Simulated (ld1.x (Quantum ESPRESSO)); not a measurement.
**Pt (Z = 78), TM: configuration errors across variants**

* Element: Pt
* Generator: ld1.x (Quantum ESPRESSO) 7.5
* Type: norm-conserving Troullier–Martins (Kleinman–Bylander form)
* Functional: LDA (PZ)
* Relativity: fully relativistic
* Frozen core: [Xe] 4f14
* Valence charge: 10
* Reference configuration: 5d9.5 6s0.5 6p0
* Partial waves: 6p (bound, empty): rc 2.45 bohr; 5d (bound): rc 1.65 bohr; 5f channel at 0.05 Ry: rc 2.55 bohr; 6s (bound): rc 2.10 bohr
* Local potential: the s channel
* Core correction: Bessel-smoothed model core inside 1.45 bohr

Open shells are filled in proportion to 2j + 1 (rel_dist='average').

All-electron excitation energies from the reference (eV): (1) 5d9 6s1 6p0 0.097; (2) 5d9 6s0 6p0 9.656; (3) 5d8 6s0 6p0 29.931; (4) 5d8 6s1 6p0 11.540; (5) 5d10 6s0 6p0 0.127; (6) 5d8 6s1 6p1 6.647; (7) 5d6 6s0 6p0 108.371.

The overlap operator is not positive definite (basis up to 400 Ry) in “type ultrasoft; waves now 6s (bound): rcut 1.85, rcutus 2.10 bohr; 6s channel at 2.9 Ry: rcut 1.85, rcutus 2.10 bohr; 6p (bound): rcut 2.15, rcutus 2.45 bohr; 6p channel at 0.9 Ry: rcut 2.15, rcutus 2.45 bohr; 5d (bound): rcut 1.45, rcutus 1.65 bohr; 5d channel at 2.7 Ry: rcut 1.45, rcutus 1.65 bohr; 5f channel at 0.05 Ry: rcut 2.20, rcutus 2.55 bohr; local potential all-electron potential smoothed inside 1.85 bohr (lloc = -1); augmentation PSQ, inside the norm-conserving radii”. Such files are unfit for use, however small their errors in these radial tests.

2 further variants failed, have other tests or another functional or relativity, and are left out.

A true bound ghost makes a file unfit for plane-wave use even where its test errors are small: the radial tests pick states by their node count and pass the ghost by.

Errors AE − PS in meV (a dash: test not solved or not reliable):

```csv
change,(1),(2),(3),(4),(5),(6),(7),bound ghosts
base,-13,-9.2,-124,-110,-12,-136,-1208,none
core correction none,-11,-2.4,-75,-85,-9.4,-107,-732,none
wave 5f channel at 0.05 Ry: rc 2.55 bohr becomes 5f channel at 1.54 Ry: rc 2.55 bohr,-13,-9.2,-124,-110,-12,-136,-1208,none
"type ultrasoft; waves now 6s (bound): rcut 1.85, rcutus 2.10 bohr; 6s channel at 2.9 Ry: rcut 1.85, rcutus 2.10 bohr; 6p (bound): rcut 2.15, rcutus 2.45 bohr; 6p channel at 0.9 Ry: rcut 2.15, rcutus 2.45 bohr; 5d (bound): rcut 1.45, rcutus 1.65 bohr; 5d channel at 2.7 Ry: rcut 1.45, rcutus 1.65 bohr; 5f channel at 0.05 Ry: rcut 2.20, rcutus 2.55 bohr; local potential all-electron potential smoothed inside 1.85 bohr (lloc = -1); augmentation PSQ, inside the norm-conserving radii",-3.9,-5.1,-67,-39,-3.2,-36,-786,"s, p3/2 (f7/2 not tested, overlap not positive)"
```

(1) Give the same row for: wave 5d (bound): rc 1.65 bohr becomes 5d (bound): rc 1.74 bohr.

Answers

(1) -13, -9.2, -124, -110, -12, -136, -1210; bound ghosts: none.
